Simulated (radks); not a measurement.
Spherical quantum dot in the effective-mass picture: electrons in a hard-walled sphere of radius 10.7, with a point charge +1 (a donor) at the centre, all in effective atomic units (hartree* = m*/eps^2 hartree, bohr* = eps/m* bohr), one dielectric constant everywhere. Calculated with a radial shooting solver with Libxc functionals: non-relativistic Kohn-Sham, PBE, spin-polarised, spherical densities. Levels are named by radial order and angular momentum (1s, 1p, 1d, 2s, ...), and open shells are averaged over m. Results are scaled to m* = 0.114 and eps = 9.3, for which hartree* = 35.87 meV and bohr* = 4.317 nm.

N = 6, configuration 1s2 1p(up 3, down 0) 2s(up 1, down 0). This is the lowest configuration that the search found (a dilute case). Occupied levels:

level,occupation,eigenvalue (meV),<r> (nm)
1s up,1,19.236,14.03
2s up,1,20.856,25.27
1s down,1,20.857,21.02
1p up,3,21.062,31.73

Energy (meV): total 34.3649, kinetic 33.712, external -66.375, Hartree 99.113, exchange-correlation -32.086.
